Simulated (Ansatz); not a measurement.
A geometry relaxed with B3LYP-D3(BJ)/def2-TZVP run with Ansatz (an electronic-structure program), charge 0, multiplicity 1:

```xyz
9

H     -1.9743     0.1730    -0.6607
H     -1.1855    -1.3361    -0.1486
H      2.2493    -0.4023     0.8581
B      0.0966     0.5313     0.0182
H      2.1569    -0.2217    -1.1573
H      0.0062     1.7280     0.1230
C     -1.2543    -0.2645     0.0384
B      1.6086    -0.0848    -0.1019
H     -1.7034    -0.1229     1.0308
```

### Question
Write the SMILES of this molecule.

### Answer
`BBC`
